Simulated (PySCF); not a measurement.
SMILES C[O][Sn]([CH3])([O]C)[O]C (C₄H₁₂O₃Sn), GFN2-xTB optimised geometry.

```
20

C     -0.94    -1.11    -2.89
O     -0.96    -1.60    -1.58
Sn    -0.01    -0.71     0.00
C      2.19    -0.71     0.00
O     -0.87    -1.61     1.59
C     -1.61    -2.80     1.55
O     -0.51     1.24     0.00
C     -1.79     1.76     0.27
H     -1.19    -0.05    -2.95
H      0.03    -1.27    -3.36
H     -1.69    -1.67    -3.44
H      2.53    -1.51    -0.65
H      2.51    -0.87     1.02
H      2.51     0.26    -0.36
H     -2.29    -2.84     0.70
H     -2.19    -2.82     2.47
H     -0.95    -3.67     1.52
H     -2.53     1.43    -0.47
H     -1.69     2.84     0.21
H     -2.13     1.49     1.27
```

Density from PBE0/def2-SVP, def2 effective core potentials past Kr run with PySCF at that geometry. The core electrons that the potentials of Sn replace are not part of the density.

Minimum of the electron density along straight lines between bonded atoms, close to the bond critical point (lines longer than 1.1 times the sum of covalent radii, or with two minima, are not listed):

```tsv
bond	length / Å	ρ at the minimum / e bohr⁻³	∇²ρ there / e bohr⁻⁵	position (fraction from the first atom)
C1–O2	1.401	0.260	-0.42	0.34
O2–Sn3	2.043	0.094	0.45	0.49
Sn3–C4	2.200	0.094	0.10	0.51
Sn3–O5	2.011	0.100	0.50	0.51
O5–C6	1.407	0.255	-0.39	0.66
Sn3–O7	2.015	0.099	0.50	0.51
O7–C8	1.403	0.259	-0.41	0.66
C1–H9	1.093	0.281	-1.05	0.63
C1–H10	1.093	0.280	-1.04	0.63
C1–H11	1.093	0.281	-1.06	0.63
C4–H12	1.085	0.276	-1.02	0.64
C4–H13	1.084	0.276	-1.03	0.64
C4–H14	1.084	0.276	-1.03	0.64
C6–H15	1.091	0.283	-1.07	0.63
C6–H16	1.092	0.281	-1.07	0.63
C6–H17	1.092	0.281	-1.05	0.63
C8–H18	1.094	0.280	-1.04	0.63
C8–H19	1.093	0.281	-1.06	0.63
C8–H20	1.092	0.281	-1.06	0.63
```
